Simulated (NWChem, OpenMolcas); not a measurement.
**TlBr: a line through the functionals**

TlBr: 2 atoms, total charge 0, spin state singlet. As SMILES, `[Br][Tl]`. The bond length is the measured one.

The HOMO–LUMO gap y, in eV, basis def2-TZVPPD with a core potential; a is the functional's share of exact exchange. Programs: NWChem 7.3.0, OpenMolcas 26.06.

| functional | program | a | y (eV) |
| --- | --- | --- | --- |
| TPSS | NWChem | 0 | 3.98 |
| r2SCAN | NWChem | 0 | 4.34 |
| B3LYP | OpenMolcas | 0.2 | ? |
| PBE0 | NWChem | 0.25 | 5.44 |
| BHLYP | NWChem | 0.5 | 6.86 |

Fit y = c + s·a to the known rows and predict B3LYP.


1. Means of the 4 rows: a = 0.1875, y = 5.155.
2. Σ(Δa)² = 0.17188, Σ(Δa·Δy) = 0.92375, so the slope is 0.92375/0.17188 = 5.3744.
3. Intercept: 5.155 − (5.3744) × 0.1875 = 4.147. The largest residual of the fit is 0.19.
4. B3LYP: 4.147 + (5.3744) × 0.2 = 5.22 eV.

The run gave 4.98 eV, so the prediction is off by +0.24 eV, about the scatter of the fit. Exact exchange lowers occupied levels and raises empty ones. The rows mix families of semi-local functionals, which the line can't see.
